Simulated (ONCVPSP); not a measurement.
## Zn (Z = 30): variants of one ONCV potential

Base potential:

```json
{"Element": "Zn (Z = 30)", "Generator": "ONCVPSP 4.0.1", "Type": "optimised norm-conserving Vanderbilt (ONCV)", "Functional": "LDA (Perdew-Zunger)", "Relativity": "scalar-relativistic", "Frozen core": "[Ne]", "Valence charge": "20", "Reference configuration": "3s2 3p6 3d10 4s1.5 (charge +0.5)", "Partial waves": "3s+4s: rc 1.20 bohr, ncon 3, nbas 6, qcut 9.1 1/bohr, 2 projectors; 3p: rc 0.95 bohr, ncon 4, nbas 7, qcut 12.7 1/bohr, 1 projector; 3d: rc 1.15 bohr, ncon 4, nbas 8, qcut 13 1/bohr, 2 projectors, debl 3.6 Ha", "Local potential": "polynomial inside 0.90 bohr (lpopt 5, dvloc0 0 Ha)", "Core correction": "Teter function, fcfact 4.25, rcfact 1.6"}
```

Cutoffs, loose and tight: the cutoffs (Ha) at which the residual kinetic energy of the hardest occupied pseudo-wave falls to 1 and 0.1 mHa per electron. They do not see the model core or the augmentation charge, which bear on the density cutoff. Test errors are all-electron minus pseudo excitation energies from the reference, over the configurations 3s2 3p6 3d10 4s2; 3s2 3p6 3d10 4s1; 3s2 3p6 3d10 4s0; 3s1 3p6 3d10 4s2. A dash means not determined; rows that change the core or the reference have their own tests.

```csv
change,outcome,"cutoff, loose","cutoff, tight",bound ghosts,GHOST(+) flags above zero,largest test error (meV)
base,generated,72 Ha,79 Ha,none,none,-376
p: qcut 9.9,generated,72 Ha,84 Ha,none,none,-378
"local potential polynomial inside 0.90 bohr (lpopt 5, dvloc0 7.5 Ha)",generated,72 Ha,79 Ha,none,none,-384
reference 3s2 3p6 3d10 4s1,generated,72 Ha,79 Ha,none,none,+48
"p: rc 0.88; local potential polynomial inside 0.88 bohr (lpopt 5, dvloc0 0 Ha)",generated,72 Ha,79 Ha,none,none,-370
```

(1) What comes out with this change to the base: p: qcut 9.8?

(2) What comes out with this change to the base: d: rc 1.56?

Results:

(1) outcome: generated; cutoff, loose: 72 Ha; cutoff, tight: 101 Ha; bound ghosts: none; GHOST(+) flags above zero: none; largest test error (meV): -378.

(2) outcome: generated; cutoff, loose: 55 Ha; cutoff, tight: 62 Ha; bound ghosts: none; GHOST(+) flags above zero: none; largest test error (meV): -620.
